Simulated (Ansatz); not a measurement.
CH6SeSi2 (`C1[SiH2][Se][SiH2]1`), relaxed with RKS PBE0-D4/def2-TZVP in Ansatz from a PBE-D4/def2-SVP geometry. The force threshold is 0.005 eV/Å; the program also tests the step.

Charge 0, multiplicity 1.

Start:

```xyz
10

C     0.312   -0.034   -0.881
Si    1.046   -0.640    0.768
Se   -0.740    0.068    2.072
Si   -1.280    0.666   -0.105
H     0.933    0.735   -1.381
H     0.120   -0.856   -1.601
H     2.336    0.036    1.148
H     1.251   -2.130    0.838
H    -2.541    0.000   -0.588
H    -1.436    2.154   -0.270
```

```tsv
step	energy (eV)	largest force (eV/Å)	largest move (Å)
1	-82226.7315	0.528	0.000
2	-82226.7721	0.154	0.032
3	-82226.7751	0.029	0.012
4	-82226.7752	0.016	0.003
5	-82226.7752	0.002	0.001
```

End:

```xyz
10

C     0.311   -0.035   -0.879
Si    1.029   -0.630    0.755
Se   -0.732    0.068    2.049
Si   -1.259    0.655   -0.105
H     0.922    0.725   -1.368
H     0.121   -0.845   -1.585
H     2.301    0.038    1.136
H     1.229   -2.100    0.831
H    -2.507   -0.002   -0.574
H    -1.415    2.125   -0.261
```

It took 18 s on 4 threads of an AMD EPYC 7B13 on a shared host, with 0.62 GiB of host memory at the peak.
